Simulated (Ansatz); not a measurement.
Isolated molecules relaxed with PBE0-D4/def2-TZVP in Ansatz; ΔE leaves out vibrations. CCSD(T)/CBS is the MP2 limit (def2-TZVPP, def2-QZVPP) plus CCSD(T) − MP2 in def2-TZVPP, frozen cores. This one scheme is used for every species. Functionals use def2-TZVPP. B3LYP here is the variant with VWN-RPA as its local correlation; programs differ in this. HSE06 is defined as in plane-wave codes. Triplets are unrestricted, without spin–orbit coupling. For Sc outer-core shells are correlated without core-valence functions, which leaves a few kJ/mol of doubt a bond. Scalar relativity is left out up to krypton. One conformer a species, not always the lowest.

Consider the formal loss of a carbene: `C[O][Sc]([F])[F]` → `[CH2]` (triplet) + `[OH][Sc]([F])[F]`.

```
             level  ΔE (kJ/mol)
            PBE-D4        397.2
          B3LYP-D4        385.6
          HSE06-D4        386.3
             B3LYP        379.0
RPA@PBE/def2-TZVPP        374.8
     CCSD/def2-SVP        376.7
  CCSD(T)/def2-SVP        385.2
SCS-MP2/def2-TZVPP        389.2
```

What does CCSD(T)/CBS give? (Estimate.)

The calculation gave: +385.7 kJ/mol. The listed levels differ from it by 11.5, -0.1, 0.6, -6.7, -10.9, -9.0, -0.5, 3.5 kJ/mol.

Largest T1 diagnostic among the species: 0.017.

In def2-TZVPP, CCSD(T) changes the Hartree–Fock value by +127.2 kJ/mol (the triples alone add +11.0 kJ/mol) and MP2 by +134.8 kJ/mol. The D4 term adds +6.6 kJ/mol with B3LYP and +3.6 kJ/mol with PBE0; it sums over pairs of atoms, weighted by their polarisabilities, and B3LYP, whose exchange is more repulsive, gets the larger term. From BLYP to BHLYP (50 % exact exchange), in def2-TZVPP and without D4, ΔE moves by −11.4 kJ/mol.
